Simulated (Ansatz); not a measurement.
C$_{4}$H$_{12}$Sn (SMILES [CH3][Sn]([CH3])([CH3])[CH3]), singlet, geometry from GFN2-xTB (such geometries of metal compounds can be far from the true shape) (all electrons, no relativity). Base run: B3LYP/STO-3G (Ansatz, a program for electronic structure).

Geometry (Å):
```xyz
17

C     -0.3273    -1.5188    -1.5494
Sn     0.0000     0.0000     0.0000
C     -0.0534     1.9961    -0.9096
C     -1.5756    -0.1538     1.5194
C      1.9563    -0.3235     0.9396
H     -1.2905    -1.3741    -2.0248
H     -0.3041    -2.5125    -1.1173
H      0.4429    -1.4573    -2.3094
H      0.1067     2.7599    -0.1575
H     -1.0140     2.1733    -1.3791
H      0.7193     2.0900    -1.6637
H     -2.5502     0.0035     1.0723
H     -1.5638    -1.1349     1.9798
H     -1.4294     0.5902     2.2939
H      2.0006    -1.3061     1.3947
H      2.7476    -0.2510     0.2025
H      2.1350     0.4189     1.7087
```
Charge 0, spin multiplicity 1.
All else is at Ansatz's defaults.
Base energy -6123.15764 Eh.

Each row names what was changed in the base input (with any setting that the change needs).

```
change                                                           ΔE vs base (mEh)
---------------------------------------------------------------  ----------------
base                                                                        0.000
nuclear_model = gaussian                                                      [?]
point_charge = charge:1.0 position_ang:0.2235, -5.6119, -1.3074            -1.969
lower_state_search = off                                                    0.000
final_grid = 4, 8, 17                                                         [?]
accuracy = high                                                            -0.005
forces = on                                                                 0.000
lower_state_search = light                                                  0.000
final_grid = 14, 28, 59                                                    -0.002
```

Problem. Some entries are withheld; supply them.

Solution. 
- nuclear_model = gaussian, ΔE vs base (mEh): 48.035
- final_grid = 4, 8, 17, ΔE vs base (mEh): 0.786
